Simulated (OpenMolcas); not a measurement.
OpenMolcas run: Zr II

Input:

```
&GATEWAY
Coord
1

Zr 0.0 0.0 0.0
Basis=ANO-R1
Group=XYZ
NoMove
AngMom=0.0 0.0 0.0
AMFI
&SEWARD
&RASSCF
FileOrb=start.orb
Symmetry=1
Spin=4
nActEl=3 0 0
Inactive=9 9
Ras2=6 0
CIRoot=20 20 1
SDav=20
CIMx=300
Iter=120 100
PrWF=0.3
OrbListing=Nothing
MaxOrb=0
Atom
>>> COPY $Project.JobIph JOB001
&RASSCF
FileOrb=start.orb
Symmetry=1
Spin=2
nActEl=3 0 0
Inactive=9 9
Ras2=6 0
CIRoot=70 70 1
SDav=70
CIMx=300
Iter=120 100
PrWF=0.3
OrbListing=Nothing
MaxOrb=0
Atom
>>> COPY $Project.JobIph JOB002
&RASSI
NrOfJobIphs=2 20 35
1 2 3 4 5 6 7 8 9 10 11 12 13 14 15 16 17 18 19 20
1 2 3 4 5 6 7 8 9 10 11 12 13 14 15 16 17 18 19 20 21 22 23 24 25 26 27
28 29 30 31 32 33 34 35
IphNames
JOB001
JOB002
EJob
SpinOrbit
DIPRint=1.0
SOCoupling=1000.0
Subsets=2
MEES
Property=10
'ANGMOM' 1 'ANGMOM' 2 'ANGMOM' 3 'MLTPL  1' 1 'MLTPL  1' 2 'MLTPL  1' 3
'AMFI' 1 'AMFI' 2 'AMFI' 3 'MLTPL  2' 6
SOProperty=3
'ANGMOM' 1 'ANGMOM' 2 'ANGMOM' 3
```

Launched by
```bash
OMP_NUM_THREADS=1 MOLCAS_MEM=2252 MOLCAS_PROJECT=a pymolcas a.inp > a.log  # once for each step of the input, in one work folder
```

A driver script runs the steps one by one and writes start.orb anew before each from the orbitals found so far.

Output, cut to the results:

```
--- SEWARD ---
Basis set label: ZR.ANO-R...6S4P3D1F.

      Electronic valence basis set:
      ------------------
      Associated Effective Charge  40.000000 au
      Associated Actual Charge     40.000000 au
      Nuclear Model: Finite nucleus - Gaussian distribution
        Gaussian exponent, Xi/bohr**(-2):  2.25444E+08

      Shell  nPrim  nBasis  Cartesian Spherical Contaminant
         s      23       6        X
         p      15       4        X
         d      12       3                 X
         f       6       1                 X
                  Relativistic X2C integrals
                  Atomic mean-field integrals
--- RASSCF ---
Wave function specifications:
      -----------------------------

      Number of closed shell electrons          36
      Number of electrons in active shells       3
      Max number of holes in RAS1 space          0
      Max nr of electrons in RAS3 space          0
      Number of inactive orbitals               18
      Number of active orbitals                  6
      Number of secondary orbitals              16
      Spin quantum number                      1.5
      State symmetry                             1
Orbital specifications:
      -----------------------

      Symmetry species                           1   2
                                                ag  au
      Frozen orbitals                            0   0
      Inactive orbitals                          9   9
      Active orbitals                            6   0
      RAS1 orbitals                              0   0
      RAS2 orbitals                              6   0
      RAS3 orbitals                              0   0
      Secondary orbitals                         6  10
      Deleted orbitals                           0   0
      Number of basis functions                 21  19
      Number of CSFs                            20
      Number of root(s) required                20
      Iter CI   SX   CI       RASSCF       Energy    max ROT     max BLB   max BLB  Level Ln srch  Step   QN
          iter iter root      energy       change     param      element    value   shift minimum  type update
 Nr of preliminary CI iterations:   1
      Total energies have been shifted. Add                -3000.00 au
        1   1    2    0  -596.00072483    0.00E+00   6.06E-07    9  16 1  9.48E-07   0.34   0.00    SX    NO
        2   1    2    0  -596.00072483   -9.55E-12   2.63E-07    9  16 1  2.05E-07   0.34   0.00    SX    NO
        3   1    1    0  -596.00072483    4.55E-12   0.00E+00    9  16 1  4.41E-08   0.34   0.00    SX    NO
        4   1    1    0  -596.00072483   -1.36E-12   0.00E+00    9  16 1  4.41E-08   0.34   0.00    SX    NO
      Convergence after  4 iterations
        5   1    1    0  -596.00072483    1.82E-12   0.00E+00    9  16 1  4.41E-08   0.34   0.00    SX    NO
      Natural orbitals and occupation numbers for root  1
      sym 1:   0.263913   0.736087   0.736087  -0.000000   0.263913   1.000000
      Natural orbitals and occupation numbers for root  2
      sym 1:   0.712844  -0.000000   0.712844   0.287156   0.287156   1.000000
      Natural orbitals and occupation numbers for root  3
      sym 1:   0.136857   0.136857  -0.000000   0.863143   0.863143   1.000000
::    RASSCF root number  1 Total energy:  -3596.01917295
::    RASSCF root number  2 Total energy:  -3596.01917295
::    RASSCF root number  3 Total energy:  -3596.01917295
::    RASSCF root number  4 Total energy:  -3596.01917295
::    RASSCF root number  5 Total energy:  -3596.01917295
::    RASSCF root number  6 Total energy:  -3596.01917295
::    RASSCF root number  7 Total energy:  -3596.01917295
::    RASSCF root number  8 Total energy:  -3596.00629441
::    RASSCF root number  9 Total energy:  -3596.00629441
::    RASSCF root number 10 Total energy:  -3596.00629441
::    RASSCF root number 11 Total energy:  -3596.00629441
::    RASSCF root number 12 Total energy:  -3596.00629441
::    RASSCF root number 13 Total energy:  -3596.00629441
::    RASSCF root number 14 Total energy:  -3596.00629441
::    RASSCF root number 15 Total energy:  -3595.97914345
::    RASSCF root number 16 Total energy:  -3595.97914345
::    RASSCF root number 17 Total energy:  -3595.97914345
::    RASSCF root number 18 Total energy:  -3595.96626491
::    RASSCF root number 19 Total energy:  -3595.96626491
::    RASSCF root number 20 Total energy:  -3595.96626491
--- RASSCF ---
Wave function specifications:
...
--- RASSI ---
SPIN-FREE ENERGIES:
  (Shifted by EMIN (a.u.) =      -3596.0191729499)

 SF State       Relative EMIN(au)   Rel lowest level(eV)    D:o, cm**(-1)      L_eff

     1             0.0000000000        0.0000000000              0.0000         3.0
     2             0.0000000000        0.0000000000              0.0000         3.0
     3             0.0000000000        0.0000000000              0.0000         3.0
     4             0.0000000000        0.0000000000              0.0000         3.0
     5             0.0000000000        0.0000000000              0.0000         3.0
     6             0.0000000000        0.0000000000              0.0000         3.0
     7             0.0000000000        0.0000000000              0.0000         3.0
     8             0.0128785356        0.3504428078           2826.5119         3.0
     9             0.0128785356        0.3504428078           2826.5119         3.0
    10             0.0128785356        0.3504428078           2826.5119         3.0
    11             0.0128785356        0.3504428078           2826.5119         3.0
    12             0.0128785356        0.3504428078           2826.5119         3.0
    13             0.0128785356        0.3504428078           2826.5119         3.0
    14             0.0128785356        0.3504428078           2826.5119         3.0
    21             0.0253987220        0.6911344342           5574.3751         2.0
    22             0.0253987220        0.6911344342           5574.3751         2.0
    23             0.0253987220        0.6911344342           5574.3751         2.0
    24             0.0253987220        0.6911344342           5574.3751         2.0
    25             0.0253987220        0.6911344342           5574.3751         2.0
    26             0.0317354037        0.8635643287           6965.1160         1.0
    27             0.0317354037        0.8635643287           6965.1160         1.0
...
```

Levels above the lowest, from the spin-orbit matrix, grouped by J:

| Configuration | Term | J | E (cm⁻¹) | Measured (cm⁻¹) | g | Term weight % |
| --- | --- | --- | --- | --- | --- | --- |
| 4d² 5s | ⁴F | 3/2 | 0.0 | 0.0 | 0.401 | 100 |
| 4d² 5s | ⁴F | 5/2 | 299 | 315 | 1.029 | 100 |
| 4d² 5s | ⁴F | 7/2 | 715 | 763 | 1.239 | 100 |
| 4d² 5s | ⁴F | 9/2 | 1243 | 1323 | 1.334 | 100 |
| 4d³ | ⁴F | 3/2 | 2812 | 2572 | 0.404 | 99 |
| 4d³ | ⁴F | 5/2 | 3126 | 2895 | 1.030 | 99 |
| 4d³ | ⁴F | 7/2 | 3542 | 3300 | 1.238 | 100 |
| 4d³ | ⁴F | 9/2 | 4039 | 3758 | 1.333 | 99 |
| 4d² 5s | ²D | 3/2 | 6039 | 4248 | 0.837 | 90 |
| 4d² 5s | ²D | 5/2 | 6364 | 4505 | 1.200 | 97 |
| 4d³ | ²P | 1/2 | 7434 |  | 0.678 | 99 |
| 4d³ | ²P | 3/2 | 7879 |  | 1.301 | 90 |
| 4d² 5s | ⁴P | 1/2 | 9222 |  | 2.669 | 100 |
| 4d² 5s | ²F | 5/2 | 9242 | 5753 | 0.866 | 98 |
| 4d² 5s | ⁴P | 3/2 | 9409 |  | 1.730 | 99 |
| 4d² 5s | ⁴P | 5/2 | 9733 |  | 1.591 | 98 |
| 4d³ | ²G | 7/2 | 9770 |  | 0.941 | 80 |
| 4d² 5s | ²F | 7/2 | 9933 | 6468 | 1.092 | 80 |
| 4d³ | ²G | 9/2 | 10115 |  | 1.111 | 99 |
| 4d³ | ⁴P | 1/2 | 12072 |  | 2.660 | 99 |
| 4d³ | ⁴P | 3/2 | 12285 |  | 1.729 | 99 |
| 4d³ | ⁴P | 5/2 | 12515 |  | 1.601 | 100 |

Against the 11 measured excited levels shown (NIST Handbook of Basic Atomic Spectroscopic Data) the mean absolute deviation is 1100 cm-1; the largest miss in energy is 4d² 5s ²F_5/2: computed 9242, measured 5753 cm⁻¹ (+60.6 %).

Some high roots are left out of the spin-orbit mixing, which shifts the levels that they would mix with. Without dynamic correlation excited terms often stand tens of per cent too high (terms of higher spin than the ground term too low), and those without a measured partner can miss by more than the paired ones. Configurations are named by rounded mean occupations; where the s occupation lies near a half they are strongly mixed, a name can repeat and a true partner stay unpaired. A single d shell beside an s shell can misplace configurations of different d count against each other. Computed and measured levels are paired by configuration, term and J; levels that our copy of the source lacks, or whose pairing is in doubt (as where it misses far off the trend of its configuration), stay unpaired and out of the deviations. Levels of configurations outside the active space are missing. The first state left out of the spin-orbit step lies near 18000 cm-1 above the lowest spin-free state of the reference (among the parities and spins computed), and the list stops at four fifths of that energy or lower.

The term weight is that of the spin-free term in the level, not the purity of its configuration.
